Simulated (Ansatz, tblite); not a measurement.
Removing and adding an electron: the cluster Zn₂Cu. Charge 0, multiplicity 2. Geometry: PBE-D4/def2-TZVP. Ansatz, gas phase; energy differences of separate SCF runs; the oxidised species is a singlet (the triplet lies 2.75 eV higher at PBE0-D4/def2-TZVP); the reduced species is a singlet (the triplet lies 0.68 eV higher at PBE0-D4/def2-TZVPD).

```csv
atom,x (Å),y (Å),z (Å)
Cu1,0.000,0.000,-0.002
Zn2,-2.265,0.919,-0.389
Zn3,2.264,-0.918,0.391
```

The xTB rows come from tblite. The structure comes from a short search, and lower isomers may exist.

```csv
level,−HOMO (eV),vertical IE (eV),−LUMO (eV),vertical EA (eV),HOMO–LUMO gap (eV),IE − EA (eV),remarks
GFN1-xTB,–,11.24,–,6.75,–,4.49,–
GFN2-xTB,–,8.51,–,1.79,–,6.73,–
r2SCAN-D4/def2-TZVP,3.99,6.07,2.79,–,1.20,–,–
PBE0-D4/def2-TZVPD,4.20,–,2.30,0.96,1.90,–,HOMO above zero (-1 singlet)
```

Estimate the rows for PBE-D4/def2-TZVP, PBE-D4/def2-TZVPD, r2SCAN-D4/def2-TZVPD, PBE0-D4/def2-TZVP.


| level | −HOMO (eV) | vertical IE (eV) | −LUMO (eV) | vertical EA (eV) | HOMO–LUMO gap (eV) | IE − EA (eV) | remarks |
| --- | --- | --- | --- | --- | --- | --- | --- |
| PBE-D4/def2-TZVP | 3.78 | 6.03 | 3.19 | – | 0.59 | – | – |
| PBE-D4/def2-TZVPD | 3.79 | – | 3.20 | 1.19 | 0.59 | – | HOMO above zero (-1 singlet) |
| r2SCAN-D4/def2-TZVPD | 4.00 | – | 2.80 | 1.10 | 1.20 | – | HOMO above zero (-1 singlet) |
| PBE0-D4/def2-TZVP | 4.19 | 5.77 | 2.29 | – | 1.90 | – | – |

   A HOMO above zero means that the electron is unbound at that level or that self-interaction error raises the level; the energy of removing that electron tells which. HOMO and LUMO are the levels of the spin that leaves or enters (xTB has no such levels and no spin-polarisation term). Other spin states of the ions may lie lower, which would lower the ionisation energy or raise the affinity. Raw xTB energy differences between charge states are shifted by several eV; the methods need an empirical correction for them.
